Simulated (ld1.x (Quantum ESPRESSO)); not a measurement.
# oxygen: TM pseudisation with LDA (PZ), scalar-relativistic reference atom.

* Element: oxygen
* Generator: ld1.x (Quantum ESPRESSO) 7.5
* Type: norm-conserving Troullier–Martins (Kleinman–Bylander form)
* Functional: LDA (PZ)
* Relativity: scalar-relativistic
* Frozen core: [He]
* Valence charge: 6
* Reference configuration: 2s2 2p4
* Partial waves: 2p (bound): rc 0.72 bohr; 2s (bound): rc 0.56 bohr
* Local potential: the s channel
* Core correction: Bessel-smoothed model core inside 0.35 bohr

* Cutoffs needed: 230 Ry and over 300 Ry (the cutoffs (Ry, on a coarse ladder) from which the occupation-weighted sum of valence levels, in a spherical-Bessel basis at the reference potential, stays within 10 and 1 mRy of its value at 400 Ry)
* Ghost test: no extra level below or beside the all-electron valence levels (p, s, d, f tested) (spherical-Bessel basis up to 400 Ry, 20 bohr box)
* Largest excitation error: +39 meV (all-electron minus pseudo) for 2s2 2p1, out of 7 test configurations
